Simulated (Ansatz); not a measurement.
Relaxation of CH4ClFO2Si (10 atoms, charge 0, multiplicity 1), to a largest force component of 0.02 eV/Å in at most 50 steps.

The calculation used RKS PBE0/6-31G in Ansatz 0.2.0.

```xyz
10
Properties=species:S:1:pos:R:3:forces:R:3
O 0.061 -1.894 0.113 -2.92 2.51 -0.17
C 0.222 -0.634 0.781 1.06 -0.86 -2.02
Cl 1.446 -0.959 1.988 2.00 0.05 2.45
O 0.799 0.359 -0.096 -0.68 -1.03 1.13
Si -0.390 1.211 -0.967 1.31 0.74 -2.11
F -1.484 1.779 0.089 -1.69 0.64 1.67
H 0.855 -2.345 0.282 2.19 -1.78 -0.13
H -0.643 -0.317 1.315 -1.06 0.22 -0.19
H 0.272 2.385 -1.569 0.28 0.10 -0.13
H -1.056 0.363 -1.933 -0.48 -0.60 -0.50
```

Question: Where does it end, and by what steps?

Answer: It converged. The force dipped under the threshold on the way, but the program's further checks kept it going. Limits of this set-up: no polarisation functions. After 16 steps the energy has fallen by 0.801 eV; H7 moved furthest, 0.72 Å.

| step | energy less start (eV) | largest force component (eV/Å) | accepted |
| --- | --- | --- | --- |
| 0 | 0.0000 | 2.923 | yes |
| 1 | -0.5645 | 1.762 | yes |
| 2 | -0.6622 | 2.092 | yes |
| 3 | -0.7506 | 0.751 | yes |
| 4 | -0.6061 | 2.150 | no |
| 5 | -0.7913 | 0.180 | yes |
| 6 | -0.7938 | 0.054 | yes |
| 7 | -0.7944 | 0.044 | yes |
| 8 | -0.7952 | 0.054 | yes |
| 9 | -0.7969 | 0.069 | yes |
| 10 | -0.7978 | 0.044 | yes |
| 11 | -0.7989 | 0.065 | yes |
| 12 | -0.7993 | 0.132 | yes |
| 13 | -0.8001 | 0.054 | yes |
| 14 | -0.8003 | 0.017 | yes |
| 15 | -0.8005 | 0.006 | yes |
| 16 | -0.8005 | 0.005 | yes |

```xyz
10
Properties=species:S:1:pos:R:3
O -0.208 -1.717 0.307
C 0.282 -0.625 1.016
Cl 1.882 -1.078 1.898
O 0.587 0.470 0.213
Si -0.378 1.177 -1.033
F -1.853 1.662 -0.367
H 0.471 -2.104 -0.279
H -0.430 -0.392 1.802
H 0.406 2.371 -1.445
H -0.675 0.185 -2.109
```

The run took 90 s on 1 thread of Arm Neoverse V1, with other jobs on the host, peak memory 0.2 GiB.
